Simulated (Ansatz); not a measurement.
`O[B](I)[Zn][SH]`, relaxed with RKS PBE0-D4/def2-TZVP in the Gaussian-basis code of Ansatz from a GFN2-xTB geometry. The force threshold is 0.005 eV/Å; the program also tests the step.

Total charge 0; spin multiplicity 1. I: def2 effective core potential.

Start:

```xyz
7

O    -1.154   -0.867    0.199
B    -0.266   -0.491    1.094
I    -0.380   -1.228    3.106
Zn    0.883    0.727   -0.093
S     0.886    1.258   -2.310
H    -1.885   -1.476    0.369
H     1.917    2.077   -2.364
```

```tsv
step	energy (eV)	largest force (eV/Å)	largest move (Å)
1	-70102.9035	1.378	0.000
2	-70103.0993	0.643	0.195
3	-70103.2414	0.397	0.197
4	-70103.3154	1.018	0.195
5 (rejected)	-70103.2949	2.122	0.192
6	-70103.3781	0.748	0.096
7	-70103.4341	0.267	0.098
8	-70103.4744	0.119	0.147
9	-70103.4771	0.102	0.018
10	-70103.4969	0.266	0.194
11	-70103.5049	0.159	0.065
12	-70103.5067	0.109	0.044
13	-70103.5078	0.049	0.030
14	-70103.5080	0.015	0.007
15	-70103.5081	0.010	0.003
16	-70103.5081	0.002	0.001
```

End:

```xyz
7

O    -1.705   -1.337    0.400
B    -0.602   -0.600    0.578
I     0.286   -0.554    2.576
Zn    0.340    0.503   -0.879
S     1.386    1.692   -2.373
H    -2.023   -1.796    1.187
H     2.318    2.092   -1.488
```

Hardware: 4 threads of an Arm Neoverse V1 on a shared host. Wall time 87 s, peak host memory 0.73 GiB.
